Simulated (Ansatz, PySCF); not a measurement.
Molecule: CH₂N, net charge -1, singlet state. 
Structure (B3LYP-D3(BJ)/def2-TZVP (Ansatz, a quantum-chemistry and plane-wave program) minimum search):
```
C
N 1 1.2341
H 1 1.1553 2 126.44
H 1 1.1553 3 107.12 2 180.00
```
Charge -1, spin multiplicity 1.

Total electronic energies in hartree. Valence correlation only, unless marked. Spin-orbit coupling is left out. No relativistic terms. CBS marks a two-point X^-3 extrapolation of the correlation energy; Hartree-Fock from the larger set. [CCSD(T)-MP2]/basis is that difference in the basis named.

```tsv
level	program	energy (Eh)
HF/def2-TZVPP	Ansatz	-93.42027
HF/def2-QZVPPD	Ansatz	-93.42843
SVWN5/def2-TZVPD	Ansatz	-93.21807
PBE-D3(BJ)/def2-TZVPD	Ansatz + dftd3	-93.91836
revPBE-D3(BJ)/def2-TZVPD	Ansatz + dftd3	-94.01397
BP86-D4/def2-TZVPD	PySCF + dftd4	-94.04177
PBE0-D3(BJ)/def2-TZVPD	Ansatz + dftd3	-93.91479
PBE0/def2-QZVPP	Ansatz	-93.91902
wB97X-V/def2-TZVPD	Ansatz	-93.99547
MP2/def2-TZVPP	Ansatz	-93.79852
MP2/CBS(aug-cc-pVTZ,aug-cc-pVQZ)	Ansatz	-93.8559
RI-MP2/cc-pVQZ	Ansatz	-93.82900
RI-MP2/def2-TZVPPD	Ansatz	-93.80643
RI-MP2/def2-QZVPP	Ansatz	-93.83301
SCS-MP2/6-31G	Ansatz	-93.52582
SCS-MP2/def2-QZVPP	Ansatz	-93.83183
CCSD/def2-SVPD	Ansatz	-93.65675
CCSD/cc-pVTZ	Ansatz	-93.80327
CCSD/def2-TZVPPD	Ansatz	-93.81774
CCSD/aug-cc-pVQZ	Ansatz	-93.84539
CCSD(T)/cc-pVDZ	PySCF	-93.71058
RI-MP2/CBS(aug-cc-pVTZ,aug-cc-pVQZ)+[CCSD(T)-MP2]/aug-cc-pVTZ	Ansatz	-93.8862
CCSD(T)/CBS(aug-cc-pVTZ,aug-cc-pVQZ)	Ansatz	-93.8806
```

Totals of different functionals don't rank their quality; only differences between species are comparable.
